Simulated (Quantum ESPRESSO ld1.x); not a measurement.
Results of a calculation; reference values are marked as such.
Ionisation of Pd42+, [He] 2s2, to Pd43+, [He] 2s1, under several functionals. Non-relativistic Kohn-Sham, spin-polarised, spherical densities, point nucleus; open shells are filled with parallel spins first; ld1.x of Quantum ESPRESSO 7.5.

functional                                              E(Pd42+) (hartree)  Exc (hartree)  IE (eV)  -e(HOMO) (eV)  <r> HOMO (bohr)  IE error (eV)
LDA (Slater exchange, VWN5 correlation)                         -2569.4654       -32.9799   6520.5         6451.3           0.1349         -238.5
exchange-only LDA                                               -2568.9514       -32.4650   6516.2         6448.0           0.1349         -242.8
LDA (Slater exchange, Perdew-Wang correlation)                  -2569.4637       -32.9783   6520.4         6451.2           0.1349         -238.6
LDA (Slater exchange, Perdew-Zunger correlation)                -2569.4654       -32.9800   6520.5         6451.3           0.1349         -238.5
LDA (Slater exchange, Perdew-Zunger correlation) + SIC          -2573.8568       -37.4063   6527.1         6521.1           0.1349         -231.9
LDA (Slater exchange, Perdew-Wang correlation) + SIC            -2573.8578       -37.4074   6527.1         6521.1           0.1349         -231.9
exchange-only KLI                                               -2573.5411       -37.0990   6523.5         6523.8           0.1348         -235.5

NIST Atomic Spectra Database: 6759 eV (semi-empirical). Closest: LDA (Slater exchange, Perdew-Wang correlation) + SIC. The Delta-SCF values span 10.87 eV, the total energies 4.91 hartree. The highest occupied level is 2s. Relativity is left out here, which matters for elements this heavy.
